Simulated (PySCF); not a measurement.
# Atomic charges against the basis set

Compound: C4H4ClFSi.
Cartesian coordinates in Å at the PBE0-D3(BJ)/def2-SVP level; atoms count from 1:
```xyz
11
C4H4ClFSi angstrom
F      1.360    1.900    0.167
C      0.348    1.058    0.230
C     -0.891    1.295    0.728
Si    -1.396   -0.451    0.311
C      0.408   -0.326   -0.250
C      1.372   -1.067   -0.803
Cl     2.969   -0.508   -1.139
H     -1.261    2.221    1.163
H     -2.413   -0.647   -0.763
H     -1.678   -1.389    1.436
H      1.215   -2.109   -1.092
```

PBE0 throughout (PySCF), one geometry, spherical d and f functions. Isolated species at its PBE0-D3(BJ)/def2-SVP geometry, gas phase. The first 7 of 10 kinds of atom are listed.

Mulliken charges (e):

```
        basis  functions      F1      C2      C3     Si4      C5      C6     Cl7
       STO-3G         47  -0.057  +0.087  -0.281  +0.637  -0.174  -0.086  -0.108
        6-31G         79  -0.282  +0.307  -0.442  +0.754  -0.155  -0.539  +0.136
     pcSseg-0         79  -0.333  +0.441  -0.724  +1.013  -0.552  -0.337  +0.047
       6-31G*        114  -0.277  +0.318  -0.373  +0.452  -0.045  -0.396  +0.025
      cc-pVDZ        126  -0.124  +0.179  -0.167  +0.370  -0.082  -0.147  -0.046
     def2-SVP        126  -0.170  +0.259  -0.259  +0.504  -0.197  -0.060  -0.089
  aug-cc-pVDZ        205  -0.505  +0.777  +0.077  -0.487  +0.330  +0.494  -0.248
6-311+G(2d,p)        229  -0.289  -0.122  -0.303  +0.489  +0.785  -0.851  +0.123
    def2-TZVP        253  -0.157  +0.290  -0.323  +0.270  -0.178  -0.112  -0.068
      cc-pVTZ        274  -0.116  +0.271  -0.322  +0.314  -0.170  -0.110  -0.077
     IGLO-III        303  -0.212  +0.292  -0.369  +0.747  -0.262  -0.133  +0.050
     pcSseg-2        322  -0.229  +0.306  -0.283  +0.621  -0.320  +0.081  -0.102
```

IAO charges (e):

```csv
basis,functions,F1,C2,C3,Si4,C5,C6,Cl7
STO-3G,47,-0.072,+0.132,-0.431,+0.794,-0.289,-0.188,-0.017
6-31G,79,-0.222,+0.273,-0.451,+0.649,-0.275,-0.168,-0.016
pcSseg-0,79,-0.207,+0.271,-0.458,+0.657,-0.295,-0.161,-0.008
6-31G*,114,-0.231,+0.314,-0.485,+0.772,-0.307,-0.161,-0.016
cc-pVDZ,126,-0.232,+0.312,-0.483,+0.764,-0.304,-0.160,-0.014
def2-SVP,126,-0.231,+0.312,-0.484,+0.779,-0.313,-0.152,-0.005
aug-cc-pVDZ,205,-0.245,+0.314,-0.485,+0.771,-0.302,-0.164,-0.017
"6-311+G(2d,p)",229,-0.246,+0.315,-0.494,+0.803,-0.311,-0.169,-0.011
def2-TZVP,253,-0.245,+0.320,-0.499,+0.811,-0.315,-0.168,-0.009
cc-pVTZ,274,-0.243,+0.320,-0.496,+0.796,-0.311,-0.166,-0.013
IGLO-III,303,-0.247,+0.318,-0.499,+0.810,-0.315,-0.169,-0.006
pcSseg-2,322,-0.246,+0.320,-0.498,+0.809,-0.315,-0.167,-0.011
```

Hirshfeld charges (e):

```
        basis  functions      F1      C2      C3     Si4      C5      C6     Cl7
       STO-3G         47  -0.012  +0.062  -0.160  +0.403  -0.110  +0.026  -0.140
        6-31G         79  -0.071  +0.092  -0.161  +0.325  -0.117  -0.026  -0.045
     pcSseg-0         79  -0.065  +0.089  -0.165  +0.346  -0.126  -0.034  -0.023
       6-31G*        114  -0.058  +0.101  -0.158  +0.314  -0.113  -0.019  -0.058
      cc-pVDZ        126  -0.051  +0.090  -0.159  +0.333  -0.119  -0.030  -0.037
     def2-SVP        126  -0.060  +0.095  -0.163  +0.338  -0.124  -0.032  -0.021
  aug-cc-pVDZ        205  -0.068  +0.086  -0.164  +0.348  -0.130  -0.040  -0.022
6-311+G(2d,p)        229  -0.069  +0.086  -0.161  +0.349  -0.131  -0.040  -0.022
    def2-TZVP        253  -0.067  +0.091  -0.162  +0.341  -0.126  -0.036  -0.026
      cc-pVTZ        274  -0.062  +0.092  -0.162  +0.339  -0.123  -0.035  -0.032
     IGLO-III        303  -0.072  +0.087  -0.162  +0.342  -0.130  -0.043  -0.009
     pcSseg-2        322  -0.069  +0.091  -0.165  +0.350  -0.128  -0.038  -0.024
```

Problem. Which scheme is steadiest as the basis changes?

Solution. Largest range over the bases for any column: Hirshfeld 0.13 e, IAO 0.19 e, Mulliken 1.50 e. Hirshfeld charges move least and Mulliken charges most, counted in e. Without the minimal STO-3G basis the ranges are Hirshfeld 0.05, IAO 0.16, Mulliken 1.50 e.

Problem. How much do the charges still move between the two largest bases, IGLO-III and pcSseg-2?

Solution. At most, over all atoms: Mulliken 0.214 e, IAO 0.004 e, Hirshfeld 0.014 e.

Problem. What do the same runs give for the total energy, the frontier levels and the dipole moment?

Solution. 
```
        basis  energy (Eh)  HOMO (eV)  LUMO (eV)  μ (D)
       STO-3G    -992.1110      -4.41       1.87   2.99
        6-31G   -1003.5874      -6.88      -1.23   2.79
     pcSseg-0   -1002.2863      -7.17      -1.54   2.90
       6-31G*   -1003.7068      -6.76      -1.15   2.15
      cc-pVDZ   -1003.7675      -6.85      -1.29   2.02
     def2-SVP   -1003.3254      -6.89      -1.34   2.00
  aug-cc-pVDZ   -1003.7861      -6.97      -1.52   2.27
6-311+G(2d,p)   -1003.8474      -6.98      -1.54   2.26
    def2-TZVP   -1003.8749      -6.95      -1.48   2.11
      cc-pVTZ   -1003.8726      -6.94      -1.44   2.11
     IGLO-III   -1003.8735      -6.93      -1.47   2.06
     pcSseg-2   -1003.8878      -6.99      -1.53   2.26
```

The dipole is fixed by the density alone, so its range of 0.99 D shows that the density itself changes with the basis, not only its division among atoms.
